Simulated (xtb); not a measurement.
arsenic trifluoride (AsF3), SMILES F[As](F)F. All values are semi-empirical tight-binding results from xtb (GFN2-xTB unless named), good for trends rather than for accurate numbers. The structure is a stationary point at GFN2-xTB.

Optimised geometry:

Bonded distances (Å): F1–As2 1.720, As2–F3 1.720, As2–F4 1.720. Angles (°): F1–As2–F3 92.8, F1–As2–F4 92.8, F3–As2–F4 92.8.
Charge 0, spin multiplicity 1.

```json
{
 "point_group_as_xtb_finds_it": "C3v",
 "orbital_gap": "7.04 eV",
 "zero_point_energy": "3.1 kcal/mol",
 "G − E(el) at 298.15 K (modified RRHO)": "-14.3 kcal/mol",
 "static polarisability (D4 model)": "39.2 bohr³",
 "solvation energy, GFN2-xTB/ALPB(water)": "-0.9 kcal/mol",
 "solvation energy, GFN2-xTB/ALPB(methanol)": "-1.0 kcal/mol"
}
```

**Question.** Give the atomic charges and the Wiberg bond orders between heavy atoms. (An estimate is asked for; the answer gives what the named calculation found.)

**Answer.** charges (e) F1 -0.18, As2 0.55, F3 -0.18, F4 -0.18. Bond orders F1–As2 1.20, As2–F3 1.20, As2–F4 1.20.
